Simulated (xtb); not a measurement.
hydrogen sulfide (H2S), singlet, at a GFN2-xTB geometry; GFN2-xTB in xtb.

Here is a job for xtb.
```
$ xtb mol.xyz --gfn 2 --ohess --json

# file mol.xyz
3

S     -0.00035523    -0.00209154     0.10204772
H     -0.03705710     0.97315096    -0.79691824
H      0.04274080    -0.93968637    -0.83584535
```

**Question.** What does xtb print? Leave out banner, timings and long lists.

**Answer.** 
```
   ID    Z sym.   atoms
    1   16 S      1
    2    1 H      2, 3

           -------------------------------------------------
          |                Calculation Setup                |
           -------------------------------------------------

           -------------------------------------------------
          |                 G F N 2 - x T B                 |
           -------------------------------------------------

          ...................................................
          :                      SETUP                      :
          :.................................................:
          :  # basis functions                  12          :
          :  # atomic orbitals                  11          :
          :  # shells                            5          :
          :  # electrons                         8          :
          :  max. iterations                   250          :
          :  Hamiltonian                  GFN2-xTB          :
          :  restarted?                      false          :
          :  GBSA solvation                  false          :
          :  PC potential                    false          :
          :  electronic temp.          300.0000000     K    :
          :  accuracy                    1.0000000          :
          :  -> integral cutoff          0.2500000E+02      :
          :  -> integral neglect         0.1000000E-07      :
          :  -> SCF convergence          0.1000000E-05 Eh   :
          :  -> wf. convergence          0.1000000E-03 e    :
          :  Broyden damping             0.4000000          :
          :  net charge                          0          :
          :  unpaired electrons                  0          :
          ...................................................

 iter      E             dE          RMSdq      gap      omega  full diag
   1     -4.2750366 -0.427504E+01  0.481E+00    5.83       0.0  T
   2     -4.2758349 -0.798288E-03  0.257E+00    5.53       1.0  T
   3     -4.2760511 -0.216211E-03  0.249E-01    5.20       1.0  T
   4     -4.2760601 -0.902091E-05  0.925E-02    5.21       1.0  T
   5     -4.2760613 -0.118421E-05  0.404E-02    5.21       1.4  T
   6     -4.2760615 -0.248504E-06  0.108E-02    5.21       5.4  T
   7     -4.2760616 -0.176979E-07  0.606E-04    5.21      95.3  T
   8     -4.2760616 -0.251603E-10  0.236E-04    5.21     245.1  T

   *** convergence criteria satisfied after 8 iterations ***

         :::::::::::::::::::::::::::::::::::::::::::::::::::::
         ::                     SUMMARY                     ::
         :::::::::::::::::::::::::::::::::::::::::::::::::::::
         :: total energy              -4.256278831491 Eh    ::
         :: gradient norm              0.000006312945 Eh/a0 ::
         :: HOMO-LUMO gap              5.211424925263 eV    ::
         ::.................................................::
         :: SCC energy                -4.276061555884 Eh    ::
         :: -> isotropic ES            0.005929605920 Eh    ::
         :: -> anisotropic ES          0.000516934544 Eh    ::
         :: -> anisotropic XC          0.002048137997 Eh    ::
         :: -> dispersion             -0.000339051369 Eh    ::
         :: repulsion energy           0.019782724394 Eh    ::
         :: add. restraining           0.000000000000 Eh    ::
         :: total charge               0.000000000000 e     ::
         :::::::::::::::::::::::::::::::::::::::::::::::::::::

      -----------------------------------------------------------
     |                   =====================                   |
     |                        A N C O P T                        |
     |                   =====================                   |
     |               Approximate Normal Coordinate               |
     |                Rational Function Optimizer                |
      -----------------------------------------------------------
[...]
 * total energy  :    -4.2562788 Eh     change       -0.1375167E-10 Eh
   *** GEOMETRY OPTIMIZATION CONVERGED AFTER 1 ITERATIONS ***
         :: total energy              -4.256278831504 Eh    ::
[...]
           -------------------------------------------------
 projected vibrational frequencies (cm⁻¹)
eigval :       -0.00    -0.00    -0.00     0.00     0.00     0.00
eigval :     1157.66  2475.61  2480.50
 reduced masses (amu)
   1:  2.64   2: 21.06   3: 32.06   4:  1.33   5: 30.87   6:  8.45   7:  1.99   8:  1.86
   9:  1.99
 IR intensities (km·mol⁻¹)
   1: 47.88   2: 17.07   3:  5.46   4: 47.40   5:  1.05   6: 30.86   7:  4.03   8: 75.10
   9:125.87
 Raman intensities (Ä⁴*amu⁻¹)
   1:  0.00   2:  0.00   3:  0.00   4:  0.00   5:  0.00   6:  0.00   7:  0.00   8:  0.00
   9:  0.00
 output can be read by thermo (or use thermo option).
 writing <g98.out> molden fake output.
 recommended (thermochemical) frequency scaling factor: 1.0
           -------------------------------------------------
          |             Thermodynamic Functions             |
           -------------------------------------------------

c2v symmetry found (for desy threshold:  0.10E+00) used in thermo

          ...................................................
          :                      SETUP                      :
          :.................................................:
          :  # frequencies                           3      :
          :  # imaginary freq.                       0      :
          :  linear?                             false      :
          :  only rotor calc.                    false      :
          :  symmetry                              c2v      :
          :  rotational number                       2      :
          :  scaling factor                  1.0000000      :
          :  rotor cutoff                   50.0000000 cm⁻¹ :
          :  imag. cutoff                  -20.0000000 cm⁻¹ :
          :.................................................:

    mode    ω/cm⁻¹     T·S(HO)/kcal·mol⁻¹    T·S(FR)/kcal·mol⁻¹   T·S(vib)
   ------------------------------------------------------------------------
   ------------------------------------------------------------------------

   temp. (K)  partition function   enthalpy   heat capacity  entropy
                                   cal/mol     cal/K/mol   cal/K/mol   J/K/mol
 298.15  VIB   1.00                   12.544      0.238      0.050
         ROT   122.                  888.752      2.981     12.527
         INT   122.                  901.296      3.219     12.577
         TR   0.192E+27             1481.254      4.968     36.493
         TOT                        2382.5500     8.1869    49.0699   205.3083

       T/K    H(0)-H(T)+PV         H(T)/Eh          T*S/Eh         G(T)/Eh
   ------------------------------------------------------------------------
    298.15    0.379684E-02    0.177250E-01    0.233147E-01   -0.558964E-02
   ------------------------------------------------------------------------

         :::::::::::::::::::::::::::::::::::::::::::::::::::::
         ::                  THERMODYNAMIC                  ::
         :::::::::::::::::::::::::::::::::::::::::::::::::::::
         :: total free energy          -4.261868472628 Eh   ::
         ::.................................................::
         :: total energy               -4.256278831504 Eh   ::
         :: zero point energy           0.013928193949 Eh   ::
         :: G(RRHO) w/o ZPVE           -0.019517835073 Eh   ::
         :: G(RRHO) contrib.           -0.005589641124 Eh   ::
         :::::::::::::::::::::::::::::::::::::::::::::::::::::

optimized geometry written to: xtbopt.xyz

           -------------------------------------------------
          | TOTAL ENERGY               -4.256278831504 Eh   |
          | TOTAL ENTHALPY             -4.238553802500 Eh   |
          | TOTAL FREE ENERGY          -4.261868472628 Eh   |
          | GRADIENT NORM               0.000007625076 Eh/α |
          | HOMO-LUMO GAP               5.211423211635 eV   |
           -------------------------------------------------

normal termination of xtb
```
